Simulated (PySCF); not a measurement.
**Distorted geometries of [Pb(OH)3]−**

[Pb(OH)3]− (singlet). PySCF 2.14.0, RKS PBE0, Pb def2-SVP with ECP60, O def2-SVP, H def2-SVP; non-relativistic Hamiltonian with scalar-relativistic core potentials where named; density fitting; no spin-orbit coupling. Relaxed geometry:

```xyz
7

Pb    0.0000    0.0000   -0.2381
O     1.7433    0.2240    1.0692
H     1.5003   -0.4742    1.6949
O    -1.0656    1.3977    1.0692
H    -0.3395    1.5364    1.6949
O    -0.6777   -1.6217    1.0692
H    -1.1608   -1.0622    1.6949
```

Order these distorted geometries by energy above the relaxed one, lowest first.
A.
```xyz
7

Pb    0.1021    0.0996   -0.2476
O     1.7308    0.0670    1.1215
H     1.5110   -0.5079    1.7429
O    -1.1874    1.3568    1.0306
H    -0.5013    1.6970    1.7626
O    -0.5236   -1.6463    1.0872
H    -1.1316   -1.0662    1.5570
```
B.
```xyz
7

Pb   -0.0007    0.2167   -0.0308
O     1.6081    0.2704    1.2014
H     1.6248   -0.4299    1.6339
O    -1.0884    1.2536    1.1234
H    -0.3337    1.4042    1.6022
O    -0.6851   -1.7014    0.8932
H    -1.1250   -1.0136    1.6309
```
C.
```xyz
7

Pb    0.0333   -0.0321   -0.2253
O     1.7719    0.2136    1.0187
H     1.4871   -0.4489    1.7054
O    -1.1112    1.3898    1.1142
H    -0.3376    1.5592    1.6948
O    -0.7142   -1.6083    1.0673
H    -1.1293   -1.0733    1.6791
```

C (0.16 eV), A (0.63 eV), B (2.68 eV).

Which forces (eV/Å) act in the one that lies 2.68 eV up?


```
Pb    1.92  -5.11  -8.56
O     1.85  10.90  -4.49
H     0.23 -10.56   6.60
O    -6.40   3.10   2.61
H     2.59   1.54   3.44
O    -1.57   3.21   2.91
H     1.37  -3.08  -2.50
```
Forces carry noise of the integration grid, about 0.01 to 0.03 eV/Å.
